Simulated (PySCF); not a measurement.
Species: C₉H₁₃N.
SMILES with atom numbers: `[CH3:1][N:2]([CH3:3])[C:4]1=[CH:5][C@@H:6]2[CH:7]=[CH:8][C@H:9]1[CH2:10]2` (hydrogens: H11, H12, H13 on C1; H14, H15, H16 on C3; H17 on C5; H18 on C6; H19 on C7; H20 on C8; H21 on C9; H22, H23 on C10)

Theory: PBE0-D3(BJ)/def2-SVP geometry optimisation, gas phase in PySCF 2.14.0.

(1) What internal coordinates does the optimisation give?

Answers

(1) 
```tsv
bond	length (Å)
C1–N2, N2–C3	1.440
N2–C4	1.376
C4=C5	1.351
C5–C6	1.534
C6–C7	1.536
C7=C8	1.338
C8–C9	1.531
C9–C10	1.546
C4–C9	1.541
C6–C10	1.543
C1–H11 and 3 like bonds	1.100
C1–H12, C3–H16	1.110
C5–H17	1.088
C6–H18	1.098
C7–H19	1.091
C8–H20	1.091
C9–H21	1.097
C10–H22	1.101
C10–H23	1.100
```

Bonds in one row agree within 0.01 Å and their mean is given. A selection of angles:
```tsv
angle	degrees
N2–C1–H11	110.6
N2–C1–H12	112.8
N2–C1–H13	109.9
H11–C1–H12	107.7
C1–N2–C3	115.1
C1–N2–C4	119.3
C3–N2–C4	116.2
N2–C4–C5	130.3
N2–C4–C9	122.9
C5–C4–C9	106.8
C4–C5–C6	106.3
C4–C5–H17	128.4
C6–C5–H17	125.0
C5–C6–C7	107.6
C5–C6–C10	98.9
C5–C6–H18	115.8
C7–C6–C10	98.6
C7–C6–H18	115.9
C10–C6–H18	117.5
C6–C7–C8	107.0
C6–C7–H19	125.2
C8–C7–H19	127.6
C7–C8–C9	106.7
C7–C8–H20	128.1
C9–C8–H20	125.0
C8–C9–C10	98.8
C8–C9–H21	116.6
C10–C9–H21	117.1
C4–C9–C8	107.4
C4–C9–C10	98.4
C4–C9–H21	115.8
C9–C10–H22	112.5
C9–C10–H23	113.3
C6–C10–C9	92.2
C6–C10–H22	113.8
C6–C10–H23	113.0
H22–C10–H23	110.8
```

Torsions: C1–N2–C4–C5 144° (anticlinal); N2–C4–C5–C6 179° (antiperiplanar); C4–C5–C6–C7 66° (synclinal); C5–C6–C7–C8 -66° (synclinal); C6–C7–C8–C9 0° (synperiplanar); C7–C8–C9–C10 -36° (synclinal); C8–C9–C10–C6 54° (synclinal); N2–C4–C9–C8 115° (anticlinal); C5–C6–C10–C9 55° (synclinal).

The 8 C–C bonds span 1.338 Å (C7=C8, drawn double) to 1.546 Å (C9–C10, drawn single), a spread of 0.208 Å. N2 (enamine nitrogen) has angles 119.3°, 116.2° and 115.1°, sum 350.6°, 0.25 Å off the plane of its three neighbours. The 5-membered ring C4–C5–C6–C10–C9 has internal angles of 92.2° to 106.8°; it is puckered, 0.27 Å rms from its mean plane, widest ring torsion 55°. Of the pairs four or more bonds apart, H11···H21 is among the closest relative to their van der Waals radii: 2.13 Å, 89 % of the sum of Bondi's values. The 3 C–N bonds span 1.376 Å (N2–C4, drawn single) to 1.442 Å (C1–N2, drawn single), a spread of 0.066 Å. The 5-membered ring C6–C7–C8–C9–C10 has internal angles of 92.2° to 107.0°; it is puckered, 0.27 Å rms from its mean plane, widest ring torsion 54°.

Point group: C1 (no symmetry element, even within 0.4 Å). PBE0-D3(BJ)/def2-SVP frequencies: not computed here.
